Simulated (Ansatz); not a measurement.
Input file for Ansatz (a program for electronic structure): R-BLYP/def2-TZVPP on BrGeH3O (SMILES [OH][GeH2][Br]), a point of a torsion scan.

Ansatz 0.2 input:
```yaml
crystal:
  periodic: [false, false, false]
  atoms:
    - {symbol: O, position_ang: [1.27281867, 0.16059026, -0.44142010]}
    - {symbol: Ge, position_ang: [-0.35976113, -0.21113306, -0.02028406]}
    - {symbol: Br, position_ang: [-0.47091343, -0.45356362, 2.23933525]}
    - {symbol: H, position_ang: [1.84693333, 0.63686323, 0.15586897]}
    - {symbol: H, position_ang: [-0.64180732, -1.51624217, -0.70082107]}
    - {symbol: H, position_ang: [-1.27591498, 0.92685660, -0.40026795]}
basis:
  gaussian:
    orbitals: def2-TZVPP
hamiltonian:
  xc: {name: BLYP}
scf: {lower_state_search: off}
```

Program output:

```
WARN ansatz: RAYON_NUM_THREADS=1 ignored (pool sized by the plan → 1); use --threads N
Functional definition: BLYP
these checks for a lower state are left out or cut short: stability, starts, cluster_reference, orbital_swaps, neighbouring_geometries, increment
integrals: 0.09 GiB planned
1062 factors; their error is unknown
mean field: 0.60 GiB planned
mean field evaluation 1: about -128657.1857 eV, gradient 7.2e1 eV
mean field evaluation 2: about -128583.7986 eV, gradient 1.8e2 eV
mean field evaluation 4: about -128664.4521 eV, gradient 1.6e1 eV
mean field evaluation 8: about -128664.8232 eV, gradient 5.5e-2 eV
mean field evaluation 16: about -128664.7913 eV, gradient 3.2e-5 eV
mean field -128664.79133424 eV, -4728.3438694054 hartree, gradient 3.5e-6 eV, S^2 0.000000; 0 other end points of the search recorded, 0 dependent functions left out
reference -128664.79164578 eV, -4728.3438808543 hartree; 39, 39 occupied and 130, 130 virtual orbitals, 1062 factors
Total energy: -128664.79164578 eV, -4728.3438808543 hartree
Checks for a lower state left out: stability, starts, cluster_reference, orbital_swaps, neighbouring_geometries, increment
```

The calculation finished and met its thresholds.

Cost: about 1.7 core-seconds (a rough figure).
